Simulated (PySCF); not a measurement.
## Checking a proposed structure

A compound C₅H₅F₃ gives the data below (simulated from a calculation) and was assigned the structure `C=C1C[C@H]1C(F)(F)F`.

¹³C{¹H} NMR (computed): δ 135.9 (C), 123.6 (C), 104.1 (CH), 22.5 (CH), 13.1 (CH3).

¹H NMR (400 MHz, computed): δ 6.42 (m, 1H), 2.42 (s, 3H), 1.74 (m, 1H).

Computed data (PySCF 2.14): GIAO PBE0/pcSseg-1 shieldings, geometry from GFN2-xTB. No relativistic terms, one computed conformer, equivalent nuclei averaged, no solvent model.

Scale: ¹H (σ = 31.72 ppm) and ¹³C (σ = 186.93 ppm) against TMS (reference shieldings calculated alike).

(1) Compare with the shifts computed for the proposed structure, pairing carbons in order of shift.

(2) Which isomer fits?

Results:

(1) Atom-mapped SMILES (the numbers label the heavy atoms): `[CH2:1]=[C:2]1[CH2:3][C@H:4]1[C:5]([F:6])([F:7])[F:8]`. Each H is labelled by its parent atom.

```json
{"atom": "C5", "computed for proposal": "135.1", "given list": "135.9", "difference": "-0.8"}
{"atom": "C2", "computed for proposal": "134.2", "given list": "123.6", "difference": "+10.6"}
{"atom": "C1", "computed for proposal": "114.8", "given list": "104.1", "difference": "+10.7"}
{"atom": "C4", "computed for proposal": "20.8", "given list": "22.5", "difference": "-1.7"}
{"atom": "C3", "computed for proposal": "9.6", "given list": "13.1", "difference": "-3.5"}
```

The rms difference is 7.0 ppm and the largest +10.7 ppm at C1 (terminal =CH2 carbon). The carbon types in order of shift don't match either: C, C, CH2, CH, CH2 for the proposal against C, C, CH, CH, CH3 in the data. The proposal doesn't fit.

(2) `CC1=C[C@H]1C(F)(F)F`.

- Carbon types of the structure: 2 × C, 2 × CH, 1 × CH3, which accounts for all hydrogens.
- δC 135.9: CF3 carbon; 3 electronegative neighbours deshield it.
- δC 123.6: fully substituted alkene carbon; as expected for a trigonal carbon in a double bond.
- δC 104.1: alkene CH; the olefinic region.
- δC 22.5: three-membered-ring carbon; carbons of three-membered rings are unusually shielded.

The shifts were computed for this structure.

Splittings by ¹⁹F in the carbon and heteronuclear signals aren't shown, as no couplings were computed. Shifts are as computed. Against solution values, carbons near 30 ppm lie about +3 ppm off and those near 130 ppm about +5 ppm. Of 1211 compounds with measured shifts, 218 miss one by over three times the rms of a fit or turn the order of signals round; such compounds aren't used in these exercises. No couplings were computed; multiplicities are counted from neighbouring protons, with m where these are inequivalent, close in shift, in a saturated or five-membered ring or joined by F or P, and br s for small geminal =CH2 splittings.
